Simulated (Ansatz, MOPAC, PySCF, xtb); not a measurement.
Lewis adduct: BH3 (SMILES B) (first 4 atoms) with PH3 (SMILES P); geometry from B3LYP-D3(BJ)/def2-TZVP, rigid monomers moved along the line of their centres of mass till B1···P5 is 1.74 Å.
(charge 0, multiplicity 1):
```
atom    x (Å)    y (Å)   z (Å)
----  -------  -------  ------
B     -0.0303  -0.0774  0.6721
H      1.0967  -0.4211  0.4177
H     -0.8416  -0.9688  0.6552
H     -0.3837   0.9320  0.1159
P      0.0459   0.3792  2.3460
H     -1.1341   0.8370  2.9591
H      0.4369  -0.5980  3.2788
H      0.9220   1.4186  2.7067
```

Counterpoise-corrected where a basis set is named; no monomer relaxation. Rows marked so take none.

Correlated levels freeze the cores. CBS: X⁻³ extrapolation of the correlation energy, Hartree–Fock from the larger set. Rows in 3-21G, 6-31G* carry no dispersion term and start afresh at each structure (6-31G* with six Cartesian d functions). The state that PM7 reach isn't checked; PM7 holds dispersion and hydrogen-bond terms.

Codes used: Ansatz (a first-principles code) with Gaussian orbitals; MOPAC for PM7 (differences of heats of formation); PySCF for 3-21G rows, 6-31G* rows, the dispersion terms; xtb for the GFN methods. 

| level | interaction energy (meV) |
|---|---|
| PM7 | -1329.6 |
| GFN1-xTB | -1059.1 |
| HF/6-31G* | -436.1 |
| PBE-D4/def2-TZVPPD | -1676.4 |
| B3LYP/3-21G (no counterpoise) | -848.6 |
| B3LYP-D3(BJ)/def2-TZVPPD | -1357.1 |
| wB97X-V/def2-TZVPPD | ? |
| MP2/aug-cc-pV(T+d)Z | -1334.7 |
| CCSD(T)/CBS(aug-cc-pV(D+d)Z, aug-cc-pV(T+d)Z) | ? |

Task: What belongs in the gaps?

Result: 
- wB97X-V/def2-TZVPPD, interaction energy (meV): -1386.0
- CCSD(T)/CBS(aug-cc-pV(D+d)Z, aug-cc-pV(T+d)Z), interaction energy (meV): -1291.4
